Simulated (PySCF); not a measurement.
# Working out the excitation energy of B⁺

B⁺ [He] 2s2 (1S) → B⁺ [He] 2s1 3d1 (3D). Calculation: PySCF 2.14, in aug-cc-pwCVDZ (5s4p2d, 27 functions); no relativity, point nucleus. Frozen: 1s2. Energies in hartree (1 hartree = 27.21139 eV):

```tsv
part	B⁺ (lower)	B⁺ (upper)
UHF	-24.235833	-23.587365
CCSD correlation	-0.059744	-0.005091
(T)	0.000000	0.000000
```

Problem. What does Hartree-Fock give?

Solution. (-23.587365) − (-24.235833) = 0.648468 hartree = 17.646 eV.

Problem. What do CCSD and CCSD(T) give?

Solution. The CCSD correlation energies differ by 0.054653 hartree = 1.487 eV and the triples by 0.000000 hartree = 0.000 eV, so CCSD gives 19.133 eV and CCSD(T) 19.133 eV.

A double-zeta basis recovers only part of the correlation energy.

The coupled-cluster amplitudes are large, so a single reference is strained.
